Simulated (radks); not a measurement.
The silicon anion Si4-, configuration [Ar]. All-electron calculation, non-relativistic Kohn-Sham, PBEsol, spin-polarised, spherical densities, point nucleus; Watson sphere of charge +3.36 and radius 3.28 bohr. Program: a radial shooting solver on a logarithmic mesh with Libxc functionals.

Normalised radial functions P(r) = r R(r), r in bohr:

r,3s
0.01461,0.0775
0.01661,0.0855
0.01887,0.0940
0.02145,0.1028
0.02438,0.1117
0.02749,0.1201
0.03124,0.1288
0.03551,0.1369
0.04036,0.1439
0.04587,0.1494
0.05213,0.1526
0.05925,0.1530
0.06734,0.1496
0.07653,0.1418
0.08698,0.1285
0.09886,0.1092
0.1124,0.0833
0.1277,0.0504
0.1451,0.0109
0.165,-0.0345
0.1875,-0.0843
0.2131,-0.1361
0.2422,-0.1868
0.2753,-0.2322
0.3128,-0.2680
0.3556,-0.2892
0.4041,-0.2914
0.4593,-0.2710
0.522,-0.2259
0.5933,-0.1561
0.6743,-0.0636
0.7664,0.0469
0.8711,0.1685
0.99,0.2929
1.125,0.4111
1.279,0.5148
1.453,0.5968
1.639,0.6478
1.863,0.6719
2.117,0.6654
2.406,0.6319
2.735,0.5762
3.108,0.5020
3.532,0.4108
4.015,0.3115
4.563,0.2185
5.186,0.1413
5.894,0.0839
6.699,0.0457
7.614,0.0226
8.653,0.0101
9.835,0.0041
11.18,0.0014

3s: eigenvalue -7.199 eV, 2 radial nodes at r = 0.150, 0.727 bohr, <r> = 2.43 bohr, 90 % of the charge inside 3.76 bohr.
